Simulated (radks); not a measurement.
Question: These are the eigenvalues of the occupied orbitals of an atom or ion with whole-number occupations (eV). Calculated with a radial shooting solver on a logarithmic mesh with Libxc functionals: non-relativistic Kohn-Sham, exchange-only LDA, spin-polarised, spherical densities, point nucleus.

| orbital | eigenvalue |
|---|---|
| 1s | -23403.11 |
| 2s | -3348.137 |
| 2p | -3111.432 |
| 3s | -598.8800 |
| 3p | -504.1751 |
| 3d | -328.6935 |
| 4s | -77.4288 |
| 4p | -48.2065 |
| 4d | -3.2373 |

Which element is it, and in what charge state? The configuration may be excited. Open shells, if any, are filled with parallel spins first.

Answer: Z = 46, palladium, charge 0: Pd in [Kr] 4d10. The list shows which subshells hold electrons but not how many an open one holds; the 1s level, -860.05 hartree, gives Z - s = 41.5 by -(Z - s)^2/2, which with screening narrows Z to a few neighbours, and the depths of the outer levels then fix element, charge and occupations together.
